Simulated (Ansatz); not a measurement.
Cost and result for the atomization energy of C3H10FInSi, SMILES `CC(F)[SiH2][CH2][InH2]` (16 atoms, 15 bonds).

Z-matrix (Å, degrees):
```
Si
C 1 1.845
C 1 1.914 2 107.4
In 1 3.279 2 39.2 3 -36.5
H 1 1.493 2 116.4 3 118.3
H 1 1.488 2 111.2 3 -116.9
H 2 1.092 1 111.8 3 -83.5
H 2 1.093 1 110.0 3 155.7
F 3 1.442 1 105.9 2 -48.4
C 3 1.505 1 115.4 2 70.4
H 3 1.093 1 112.1 2 -161.4
H 4 1.723 1 109.2 2 -113.5
H 4 1.726 1 122.7 2 89.4
H 10 1.093 3 109.2 1 66.6
H 10 1.093 3 111.6 1 -52.7
H 10 1.093 3 111.2 1 -173.9
```

Total charge 0; spin multiplicity 1. Correlated methods include outer-core shells of In, which these sets cover unevenly. In: def2 effective core potential. The geometry is a stationary point of PBE0-D4/def2-TZVP. It is one conformer, not always the lowest. Program: Ansatz. All runs use 2 threads of an AMD EPYC 7R13 on a shared host and a share of an NVIDIA H100 80 GB. Times are those of one run each, without the atoms' runs, and a repeat can differ threefold. Electronic energies, without spin–orbit coupling; frozen cores. CCSD(T)/CBS adds CCSD(T) − MP2 in def2-TZVPP to the MP2 limit, and its time is that of the two runs behind it. T1 = 0.013. With those shells the extrapolation isn't a true limit.

CCSD(T)/CBS is a level of theory with its own doubt, some kJ/mol a heavy atom from the limit and from the frozen cores, so smaller differences don't rank the functionals.

```csv
level,functions,atomization (kcal/mol),difference from CCSD(T)/CBS,per bond
PBE0-D4/def2-TZVPP,356,1295.6,-5.1,-0.3
CCSD(T)/def2-TZVPP,356,1270.6,-30.1,-2.0
CCSD(T)/def2-SVP,150,1234.1,-66.6,-4.4
ωB97X-V/def2-TZVPP,356,1305.0,4.3,0.3
B2PLYP/def2-TZVPP,356,1277.9,-22.8,-1.5
BHLYP-D4/def2-TZVPP,356,1268.2,-32.5,-2.2
B97M-V/def2-TZVPP,356,1303.2,2.5,0.2
BLYP-D4/def2-TZVPP,356,1283.4,-17.3,-1.2
r2SCANh-D4/def2-TZVPP,356,1294.6,-6.1,-0.4
MP2/def2-QZVPP,680,1294.5,-6.2,-0.4
ωB97M-V/def2-TZVPP (with forces),356,1302.4,1.7,0.1
LDA (SPW92)/def2-TZVPP,356,1471.5,170.8,11.4
CCSD(T)/CBS(def2),–,1300.7,0.0,0.0
```

(1) Order the runs by time, with rough figures. (Estimate.)

Results:

(1) Computed: BHLYP-D4/def2-TZVPP 2 s; LDA (SPW92)/def2-TZVPP 2 s; PBE0-D4/def2-TZVPP 2.5 s; ωB97X-V/def2-TZVPP 2.6 s; BLYP-D4/def2-TZVPP 2.7 s; CCSD(T)/def2-SVP 2.8 s; r2SCANh-D4/def2-TZVPP 3.7 s; B97M-V/def2-TZVPP 3.9 s; ωB97M-V/def2-TZVPP (with forces) 3.9 s; B2PLYP/def2-TZVPP 4 s; MP2/def2-QZVPP 4.7 s; CCSD(T)/def2-TZVPP 14 s; CCSD(T)/CBS(def2) 18 s.

From PBE to PBE0 (25 % exact exchange), in def2-TZVPP and without D4, the atomization energy moves by −11.6 kcal/mol: exact exchange takes away binding that semilocal exchange gives to molecules. At CCSD(T), def2-SVP lies −66.6 kcal/mol from the extrapolated value and def2-TZVPP −30.1 kcal/mol: correlation converges slowly with the basis, and small sets miss more of it in the bonded molecule than in its fragments. The D4 term adds +15.5 kcal/mol with B3LYP and +8.3 kcal/mol with PBE0; it sums over pairs of atoms, weighted by their polarisabilities, and B3LYP, whose exchange is more repulsive, gets the larger term.

B3LYP here is the variant with VWN-RPA as its local correlation; programs differ in this.

Spin–orbit coupling would lower the free In atoms strongly, and the atomization energy with them, by more than many differences here.
